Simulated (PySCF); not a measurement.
Species: C₈H₁₁N.
SMILES with atom numbers: `[CH3:1][c:2]1[cH:3][cH:4][cH:5][c:6]([CH3:7])[c:8]1[NH2:9]` (hydrogens: H10, H11, H12 on C1; H13 on C3; H14 on C4; H15 on C5; H16, H17, H18 on C7; H19, H20 on N9)

The same species was optimised twice, with GFN2-xTB and with PBE0-D3(BJ)/def2-SVP (PySCF), and the same property calculations (PySCF, gas phase) were run on both structures.

```csv
coordinate,GFN2-xTB,PBE0-D3(BJ)/def2-SVP,change
C2–C3 (Å),1.385,1.395,+0.010
C5–C6 (Å),1.385,1.395,+0.010
C4–C5 (Å),1.383,1.392,+0.009
C2–C8 (Å),1.402,1.412,+0.010
C3–C4 (Å),1.383,1.392,+0.009
C6–C8 (Å),1.402,1.412,+0.010
C6–C7 (Å),1.503,1.500,-0.003
C1–C2 (Å),1.503,1.500,-0.003
C8–N9 (Å),1.388,1.385,-0.003
C1–C2–C3 (°),120.4,121.4,+1.0
C5–C6–C7 (°),120.4,121.4,+1.0
C7–C6–C8 (°),120.3,119.6,-0.7
C1–C2–C8 (°),120.3,119.6,-0.7
C3–C4–C5 (°),119.4,119.0,-0.4
C2–C3–C4 (°),121.1,121.5,+0.4
C4–C5–C6 (°),121.1,121.4,+0.3
C3–C2–C8 (°),119.2,118.9,-0.3
```

Rotational constants: A = 2299, B = 1767, C = 1013 MHz (GFN2-xTB) against A = 2268, B = 1761, C = 1004 MHz (PBE0-D3(BJ)/def2-SVP). Point groups within 0.08 Å: Cs and Cs.

On the GFN2-xTB structure: HOMO (eV) -5.74 [PBE0/pcSseg-1]; LUMO (eV) 0.31 [PBE0/pcSseg-1]; dipole (D) 1.88 [PBE0/pcSseg-1]; GIAO shielding of C1/C7 (mean) (ppm) 166.7 [PBE0/pcSseg-1]; GIAO shielding of C2/C6 (mean) (ppm) 63.5 [PBE0/pcSseg-1]; GIAO shielding of C3/C5 (mean) (ppm) 52.7 [PBE0/pcSseg-1]; GIAO shielding of C4 (ppm) 64.5 [PBE0/pcSseg-1]; GIAO shielding of C8 (ppm) 38.8 [PBE0/pcSseg-1]; GIAO shielding of N9 (ppm) 196.4 [PBE0/pcSseg-1].

Q: What do these properties become on the PBE0-D3(BJ)/def2-SVP structure?

A: 
| property | level | on GFN2-xTB | on PBE0-D3(BJ)/def2-SVP | change |
| --- | --- | --- | --- | --- |
| HOMO (eV) | PBE0/pcSseg-1 | -5.74 | -5.72 | +0.02 |
| LUMO (eV) | PBE0/pcSseg-1 | 0.31 | 0.23 | -0.08 |
| dipole (D) | PBE0/pcSseg-1 | 1.88 | 1.95 | +0.07 |
| energy, GFN2-xTB geometry as zero (kcal/mol) | PBE0/pcSseg-1 | 0.0 | -0.3 | -0.3 |
| GIAO shielding of C1/C7 (mean) (ppm) | PBE0/pcSseg-1 | 166.7 | 165.2 | -1.5 |
| GIAO shielding of C2/C6 (mean) (ppm) | PBE0/pcSseg-1 | 63.5 | 62.4 | -1.1 |
| GIAO shielding of C3/C5 (mean) (ppm) | PBE0/pcSseg-1 | 52.7 | 50.5 | -2.2 |
| GIAO shielding of C4 (ppm) | PBE0/pcSseg-1 | 64.5 | 62.9 | -1.6 |
| GIAO shielding of C8 (ppm) | PBE0/pcSseg-1 | 38.8 | 36.7 | -2.1 |
| GIAO shielding of N9 (ppm) | PBE0/pcSseg-1 | 196.4 | 194.3 | -2.1 |

The heavy atoms differ by 0.014 Å rms after alignment. Among bonds between heavy atoms C2–C3, C2–C8, C3–C4, C4–C5, C5–C6 and C6–C8 change most and about equally (+0.009 to +0.010 Å). Changes are differences of the printed values. Neither structure is proved a minimum here.

Conformer computed: `[CH3:1][c:2]1[cH:3][cH:4][cH:5][c:6]([CH3:7])[c:8]1[NH2:9]`: H–N9–C8–C6 -159°, H–N9–C8–C6 -23°.
